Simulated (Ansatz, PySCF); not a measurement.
Bi(F)2(OMe) (CH3BiF2O), SMILES C[O][Bi]([F])[F].

Coordinates come from a B3LYP-D3(BJ)/def2-SVP optimisation. The def2 effective core potentials stand for the cores of Bi; spin–orbit coupling is left out. The values are those of a single conformer.

Vertical ionisation energy (IE) and electron affinity (EA) in eV. Rows of orbital energies are one-electron estimates. Where ΔSCF, EOM or ADC give a negative EA the extra electron is unbound and the value depends on the basis.

| level | IE | EA |
|---|---|---|
| −ε(HOMO), −ε(LUMO), ωB97X/def2-TZVP (PySCF) | 10.58 | -0.27 |
| −ε(HOMO), −ε(LUMO), PBE/def2-TZVP (PySCF) | 6.55 | 2.33 |
| ΔSCF, CAM-B3LYP/def2-SVPD (Ansatz), final states of multiplicity 2 and 2 | ___ | ___ |
| ΔSCF, PBE/def2-SVPD (Ansatz), final states of multiplicity 2 and 2 | 10.14 | -0.07 |

What belongs in the gaps? (The exact figures need the calculation; the answer reports its results.)


- ΔSCF, CAM-B3LYP/def2-SVPD (Ansatz, a quantum-chemistry and plane-wave program), final states of multiplicity 2 and 2, IE: 10.43
- ΔSCF, CAM-B3LYP/def2-SVPD (Ansatz), final states of multiplicity 2 and 2, EA: 0.08

What vertical singlet–triplet gap does ΔSCF give with CAM-B3LYP/def2-SVPD (Ansatz) and with PBE/def2-SVPD (Ansatz)? (The exact figures need the calculation; the answer reports its results.)

5.21 and 5.00 eV (triplet above singlet where positive).
